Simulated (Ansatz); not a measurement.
Job for Ansatz (a quantum-chemistry and plane-wave program): U-r2SCAN/def2-TZVPP on C2H6Mg (SMILES C[CH2][MgH]), a point of a bond scan (R = 1.206 Å).

Ansatz 0.2 input:
```yaml
crystal:
  periodic: [false, false, false]
  atoms:
    - {symbol: Mg, position_ang: [-0.14432861, 0.33129844, 1.39372438]}
    - {symbol: H, position_ang: [-0.33728383, 1.19048809, 2.85567801]}
    - {symbol: C, position_ang: [0.09330786, -0.71909592, -0.41423708]}
    - {symbol: C, position_ang: [0.13153769, 0.13614409, -1.69257383]}
    - {symbol: H, position_ang: [-0.79655475, -1.52890148, -0.49897300]}
    - {symbol: H, position_ang: [1.01119844, -1.31501739, -0.34578536]}
    - {symbol: H, position_ang: [0.95533042, 0.85539786, -1.67841733]}
    - {symbol: H, position_ang: [-0.78761407, 0.71382571, -1.82525708]}
    - {symbol: H, position_ang: [0.25689724, -0.46728182, -2.59877559]}
basis:
  gaussian:
    orbitals: def2-TZVPP
hamiltonian:
  xc: {name: r2SCAN}
magnetization: {spin_polarized: true, initial_magnetization: 0}
```

### Question
Give the final energy of this run.

### Answer
-279.8054 hartree.

### Question
How many basis functions does it have, and what does it roughly cost on one machine?

### Answer
178 functions; around 6 core-seconds (rough).
